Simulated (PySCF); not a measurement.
Electron correlation in Ca (calcium, neutral)

[Ar] 4s2, closed-shell 1S. Computed with PySCF 2.14 in x2c-TZVPall, with the spin-free X2C one-electron Hamiltonian (Gaussian nucleus). Frozen: [Ar]; 2 electrons correlated.

Total MP2 correlation energy: -18.46 mhartree.

Same-spin part 0.00 and opposite-spin part -18.46 mhartree; SCS-MP2 scales them by 1/3 and 6/5 to -22.16 mhartree.

With two correlated electrons CCSD is exact within the correlated space (frozen core and kept virtual orbitals).

```tsv
level	correlation energy (mhartree)
CCSD	-28.20
```

Diagnostics: T1 = 0.013, D1 = 0.0179, largest double amplitude 0.123.

Problem. Is a single reference adequate?

Solution. Mostly. T1 lies below 0.03, but a double amplitude of this size points to a near-degeneracy that CCSD handles and MP2 describes poorly.
